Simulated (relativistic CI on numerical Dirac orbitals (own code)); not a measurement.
Radial parameters of Si XI

These numbers are calculated, not measured: Dirac-Coulomb-Breit CI, orbitals from a KLI potential per configuration, a model potential for QED, unscaled Slater integrals (own radial code, finite nucleus).

Slater integrals F^k, G^k are unscaled and averaged over j, outside the closed core 1s2; ζ comes from projecting the Hamiltonian with its Breit term on Σ l·s of the shell.

- 2s2p: G^1(2s,2p) = 251110, ζ(2p) = 5076.8 cm⁻¹; <r>(2s) = 0.4798, <r^2>(2s) = 0.2692, <r>(2p) = 0.4189, <r^2>(2p) = 0.2122 (bohr units).
- 2p²: F^2(2p,2p) = 226670, ζ(2p) = 4981.9 cm⁻¹; <r>(2p) = 0.421, <r^2>(2p) = 0.2143 (bohr units).
- 2p3s: ζ(2p) = 5355.7, G^1(2p,3s) = 23855 cm⁻¹; <r>(2p) = 0.4127, <r^2>(2p) = 0.2061, <r>(3s) = 1.134, <r^2>(3s) = 1.457 (bohr units).

Averages of the first 10 configurations, taken without configuration mixing, which lowers the lowest level and can move excited configurations by several eV; other configurations of the list can lie among them:

| Configuration | Parity | States | Average energy above the lowest level (eV) |
| --- | --- | --- | --- |
| 2s² | even | 1 | 4.5 |
| 2s2p | odd | 12 | 27.0 |
| 2p² | even | 15 | 59.4 |
| 2p3s | odd | 12 | 301.8 |
| 2p3p | even | 36 | 309.9 |
| 2s3s | even | 4 | 275.8 |
| 2s3p | odd | 12 | 284.7 |
| 2s3d | even | 20 | 290.5 |
| 2s4s | even | 4 | 366.2 |
| 2s4p | odd | 12 | 369.7 |
